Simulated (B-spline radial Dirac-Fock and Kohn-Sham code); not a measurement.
# Satellites and hypersatellites of the K lines of Tm⁷⁺

System: the Tm⁷⁺ ion, [Kr] 4d10 4f11 5s2 5p3.

Calculated with a radial finite-basis atomic code, using ΔSCF Dirac-Fock with Breit, self-energy and vacuum polarisation, finite nucleus, configuration average. Each two-hole energy is an average over J within one jj subconfiguration, not an observable level; in light atoms, where LS coupling holds, the j-resolved values are not observed lines, and for a K spectator the Kα1 hypersatellite is nearly forbidden. No correlation.

Lines without a spectator: Kα2 (K-L2) 49769.8 eV, Kα1 (K-L3) 50738.7 eV, Kβ3 (K-M2) 57294.7 eV, Kβ1 (K-M3) 57502.1 eV. Shifts in eV with one spectator hole (a dash: not computed, or left out as unreliable):

```
spectator hole     Kα2     Kα1      Kβ3      Kβ1
        K (1s)  +885.4  +942.6  +1143.3  +1156.5
    L2 (2p1/2)  +109.7  +145.7        –   +284.3
    L3 (2p3/2)   +88.4   +95.1   +223.0        –
    M2 (3p1/2)       –  +22.23    +44.1    +52.7
    M3 (3p3/2)  +13.12       –    +39.5    +40.0
    M4 (3d3/2)   +4.42   +1.01        –        –
    M5 (3d5/2)   -0.57   +3.01        –        –
```

Run: 46 s of CPU time on 1 thread of Neoverse-V1 (shared host), peak memory 0.51 GiB.
